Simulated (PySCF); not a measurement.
## Two-component Hartree-Fock for Nd(33+) (neodymium, charge +33)

Start: [Ar] 3d9; 3d3/2 filled at m_j = -3/2, -1/2, +1/2, +3/2; 3d5/2 filled at m_j = -3/2, -1/2, +1/2, +3/2, +5/2. Calculated with PySCF 2.14 in an even-tempered Gaussian basis (16 s from 5.9 bohr⁻², ratio 2.8; 12 p from 7.6 bohr⁻², ratio 2.8; 8 d from 7.6 bohr⁻², ratio 2.8; 3 f from 31 bohr⁻², ratio 3): generalised Hartree-Fock with the X2C-1e Hamiltonian and a Gaussian nucleus; one run each with spin-orbit coupling (SO) switched off, then screened by Boettger's factors.

| spinor shell | electrons | ε, spin-free (eV) | ε, screened SO (eV) | weight of nominal j (screened SO) | rms radius, screened SO (bohr) |
| --- | --- | --- | --- | --- | --- |
| 1s1/2 | 2 | -45130.7 | -45124.0 | 1.000 | 0.0269 |
| 2s1/2 | 2 | -8502.7 | -8500.5 | 1.000 | 0.109 |
| 2p1/2 | 2 | -7739.5 | -8107.8 | 1.000 | 0.0935 |
| 3s1/2 | 2 | -2815.2 | -2814.6 | 1.000 | 0.277 |
| 3p1/2 | 2 | -2567.8 | -2649.7 | 0.999 | 0.268 |
| 3p3/2 | 4 | -2567.8 | -2531.6 | 1.000 | 0.280 |
| 3d3/2 | 4 | -2243.6 | -2258.8 | 0.989 | 0.249 |
| 3d5/2 | 5 | -2243.6 | -2232.7 | 0.991 | 0.252 |

(1) Where does 2p3/2 lie, and what is the 2p spin-orbit splitting (screened SO)?

| quantity | spin-free | screened SO |
| --- | --- | --- |
| E (hartree) | -8977.99760 | -8983.01204 |
| M_J | 5/2 | 5/2 |
| ⟨J²⟩ | 8.750 | 8.750 |
| ⟨L²⟩ | 6.000 | 6.024 |
| ⟨S²⟩ | 0.750 | 0.774 |

Each row is a mean over spinors that exchange with the open shell spreads, by up to 21.230 eV (3p3/2).

Breit and QED terms are absent; they matter most for the inner s and p1/2 levels.

Densities and radii are taken from the X2C orbitals without a picture-change correction, which distorts them close to the nucleus.

Without spin-orbit coupling the j labels of p, d and f shells carry no meaning; the spin-free column gives the mean over the occupied spinors of each nl shell.

## Answers

(1) At -7578.1 eV, 529.65 eV above 2p1/2.
